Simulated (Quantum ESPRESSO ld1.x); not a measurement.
Radial electron density D(r) = 4 pi r^2 rho(r) of an atom or ion with 9 electrons. Method: Dirac Kohn-Sham, LDA (Slater exchange, Perdew-Zunger correlation), spin-unpolarised, spherical densities, point nucleus; computed with ld1.x of Quantum ESPRESSO 7.5.

r (bohr)  D(r) (e/bohr)
0.009383         0.9790
0.01146           1.388
0.014             1.945
0.0171            2.690
0.02088           3.660
0.02571           4.937
0.0314            6.422
0.03835           8.109
0.04685           9.879
0.05722           11.53
0.06988           12.77
0.08604           13.30
0.1051            12.87
0.1284            11.55
0.1568            9.718
0.1915            8.033
0.2339            7.198
0.288             7.583
0.3517            8.819
0.4296            10.01
0.5247            10.19
0.6409            8.942
0.7891            6.489
0.9638            3.894
1.177             1.858
1.438            0.6772
1.756            0.1794
2.145           0.03244

What is the nuclear charge?

Answer. Z = 12. The innermost maximum, from 1s, lies near gamma/Z bohr with gamma = sqrt(1 - (Z/c)^2) = 0.996, here 0.083 bohr (found: 0.0867), and its height grows with Z. The density is that of the magnesium ion Mg3+ in [He] 2s2 2p5; the configuration itself is not fixed sharply by these data, and Z only to about a unit. D(r) has 2 maxima, at r = 0.0867, 0.488 bohr, and minima at 0.243 bohr, inside which lie 2.22 electrons.
